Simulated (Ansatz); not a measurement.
`BOCN` and `NCOC[SiH3]` differ in one atom or group.

Ansatz, PBE0-D4/def2-TZVP geometries, multiplicity 1. Each molecule was computed in one conformer, which needn't be the lowest.

| property | `BOCN` |
| --- | --- |
| size of the dipole moment (B3LYP/def2-TZVPP) / D | 0.92 |
| LUMO energy (PBE0/def2-TZVPP) / eV | -0.35 |
| HOMO energy (PBE0/def2-TZVPP) / eV | -7.74 |
| HOMO–LUMO gap (PBE/def2-TZVPP) / eV | 4.95 |
| HOMO energy (PBE/def2-TZVPP) / eV | -6.28 |
| HOMO energy (ωB97M-V/def2-TZVPP) / eV | -10.16 |

Problem. Give the same properties after the change, and the shifts. (An estimate is asked.)

Solution. Computed: 
```json
{"property": "size of the dipole moment (B3LYP/def2-TZVPP) / D", "`NCOC[SiH3]`": "2.53", "shift": "1.61"}
{"property": "LUMO energy (PBE0/def2-TZVPP) / eV", "`NCOC[SiH3]`": "0.83", "shift": "1.18"}
{"property": "HOMO energy (PBE0/def2-TZVPP) / eV", "`NCOC[SiH3]`": "-7.42", "shift": "0.32"}
{"property": "HOMO–LUMO gap (PBE/def2-TZVPP) / eV", "`NCOC[SiH3]`": "5.96", "shift": "1.01"}
{"property": "HOMO energy (PBE/def2-TZVPP) / eV", "`NCOC[SiH3]`": "-5.95", "shift": "0.33"}
{"property": "HOMO energy (ωB97M-V/def2-TZVPP) / eV", "`NCOC[SiH3]`": "-9.83", "shift": "0.33"}
```

With PBE0 the HOMO rises by 0.32 eV and the LUMO rises by 1.18 eV, so the gap widens by about 0.86 eV. PBE moves the HOMO by 0.33 eV and ωB97M-V by 0.33 eV. Dipoles are sizes alone; their direction can turn.

B3LYP here is the variant with VWN-RPA as its local correlation; programs differ in this.
